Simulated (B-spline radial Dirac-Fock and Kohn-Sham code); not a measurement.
Two-hole binding energies of Re

System: atomic rhenium in the configuration [Xe] 4f14 5d7 (not the ground configuration).

Input file task.json (cfg lists n, l and occupation; rrms is the nuclear radius in fm):

```json
{"items": [{
  "Z": 75,
  "q": 0,
  "cfg": [[1, 0, 2], [2, 0, 2], [2, 1, 6], [3, 0, 2], [3, 1, 6], [3, 2, 10], [4, 0, 2], [4, 1, 6], [4, 2, 10], [4, 3, 14], [5, 0, 2], [5, 1, 6], [5, 2, 7]],
  "A": 187,
  "rrms": 5.3698,
  "do": ["binding", "quiet", "double"]
}]}
```

Command: `python xray_run.py task.json out`

Method: Dirac-Fock energy differences between relaxed states, corrected for Breit and QED terms. Computed with a B-spline atomic structure program. U is the two-hole binding energy less the two single-hole energies, the effective repulsion of the holes after relaxation. Each two-hole energy is an average over J within one jj subconfiguration.

| holes | E(a) (eV) | E(b) (eV) | E(ab) (eV) | U (eV) |
| --- | --- | --- | --- | --- |
| 1s⁻² | 71676.4 | 71676.4 | 144767.8 | 1415.0 |
| 1s⁻¹ 2p3/2⁻¹ | 71676.4 | 10539.5 | 82551.5 | 335.6 |
| 2s⁻¹ 2p1/2⁻¹ | 12538.9 | 11963.0 | 24710.0 | 208.1 |
| 2p1/2⁻¹ 2p3/2⁻¹ | 11963.0 | 10539.5 | 22742.4 | 239.9 |
| 2p3/2⁻² | 10539.5 | 10539.5 | ? | ? |
| 2s⁻¹ 3p3/2⁻¹ | 12538.9 | 2376.1 | 14995.3 | 80.3 |
| 2p1/2⁻¹ 3s⁻¹ | 11963.0 | 2943.6 | 14990.5 | 84.0 |
| 2p3/2⁻¹ 3s⁻¹ | 10539.5 | 2943.6 | 13565.0 | 81.8 |
| 2p3/2⁻¹ 3p1/2⁻¹ | 10539.5 | 2689.0 | 13319.0 | 90.5 |
| 2p3/2⁻¹ 3d5/2⁻¹ | 10539.5 | 1887.6 | 12514.8 | 87.7 |
| 3p1/2⁻¹ 3p3/2⁻¹ | 2689.0 | 2376.1 | 5120.8 | 55.7 |
| 4f5/2⁻² | 45.16 | 45.16 | 111.1 | 20.8 |
| 4f7/2⁻² | 42.76 | 42.76 | 106.3 | 20.8 |
| 5p3/2⁻² | 46.42 | 46.42 | 105.5 | 12.7 |

Problem. Give the missing two-hole energy and U.

Solution. E(ab) = 21309.1 eV and U = 230.0 eV.
